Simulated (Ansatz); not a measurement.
A nudged elastic band was laid between two geometries of CH$_{6}$BN$_{3}$O (12 atoms, charge 0, multiplicity 1).

Computed with RKS PBE0-D4/cc-pVDZ (Ansatz 0.2.0).

```yaml
movable_images: 5
climbing_image: yes
spring: 5.0 eV/Å²
optimiser: quadratic models (default)
start_path: through a guess of the saddle point
force_threshold: 0.05 eV/Å
iteration_limit: 53
end_points: relaxed
```

Image 0:

```xyz
12
Properties=species:S:1:pos:R:3
N -1.604 0.378 0.188
C -0.184 0.420 0.109
O 0.160 1.761 0.186
N 0.461 -0.479 1.070
B 1.092 -1.170 -0.001
N 0.528 -0.284 -0.995
H -2.011 0.949 -0.551
H -1.931 -0.580 0.092
H 1.058 1.810 -0.169
H 0.626 -0.246 2.039
H 1.814 -2.126 -0.062
H 0.067 -0.488 -1.873
```

Image 6:

```xyz
12
Properties=species:S:1:pos:R:3
N -1.315 0.440 0.104
C 0.088 0.138 -0.018
O 0.766 1.350 -0.204
N 0.519 -0.538 1.199
B 0.776 -1.903 1.303
N 0.409 -0.776 -1.082
H -1.649 0.844 -0.772
H -1.833 -0.424 0.260
H 0.309 2.005 0.343
H 0.528 0.036 2.040
H 1.425 -0.828 -1.179
H 0.054 -0.400 -1.961
```

(1) What changes between the two ends?

(2) Give the energies along the band, and the barrier.

(3) What is the geometry of the highest image?

## Answers

(1) Bonds broken: B5–N6, B5–H11. Bonds formed: N6–H11.

(2) The run converged. The highest image is number 3 of 0 to 6, 386.9 kJ/mol above the first end and 107.4 kJ/mol above the last; the last end lies 279.5 kJ/mol above the first. The profile has 2 maxima (images 3, 5) with wells between them (image 4): this band takes more than one step, which may be the mechanism or a detour left from its start path. Neighbouring images differ by up to 2.0 eV, so the band resolves the path poorly. A vibrational analysis at the climbing image gives one clearly imaginary mode, 1334i cm⁻¹: a first-order saddle point. The orbitals stay closed-shell, which can raise the energy where a bond breaks towards radicals; this wasn't checked here.

```csv
image,path coordinate (Å),energy (kJ/mol),B5–N6 (Å),B5–H11 (Å),N6–H11 (Å)
0,0.00,0.0,1.45,1.20,2.43
1,0.56,25.1,1.45,1.18,2.27
2,1.13,197.2,1.58,1.15,1.83
3,1.69,386.9,2.03,1.27,1.44
4,3.12,284.7,2.80,2.61,1.02
5,4.54,289.1,2.07,2.76,1.02
6,5.96,279.5,2.66,2.78,1.02
```

(3) 
```xyz
12
Properties=species:S:1:pos:R:3:forces:R:3
N -1.507 0.368 0.164 0.01 -0.01 -0.01
C -0.082 0.356 0.108 0.01 0.00 0.01
O 0.315 1.681 0.201 -0.01 0.03 0.01
N 0.461 -0.484 1.166 0.01 -0.01 -0.03
B 1.234 -1.403 0.493 -0.01 0.00 0.03
N 0.582 -0.274 -1.059 0.00 0.00 0.00
H -1.867 0.996 -0.553 0.00 0.01 0.00
H -1.885 -0.565 0.016 0.00 0.00 0.00
H 1.117 1.731 -0.337 0.00 -0.01 0.00
H 0.312 -0.302 2.150 0.00 -0.01 0.01
H 1.508 -1.330 -0.745 0.00 -0.01 0.00
H -0.110 -0.830 -1.571 0.00 -0.01 -0.01
```

Time of the run: 7.4 min on 2 threads of Intel(R) Xeon(R) Platinum 8259CL CPU @ 2.50GHz (Skylake/Cascade Lake), with other jobs on the host, peak memory 0.29 GiB.
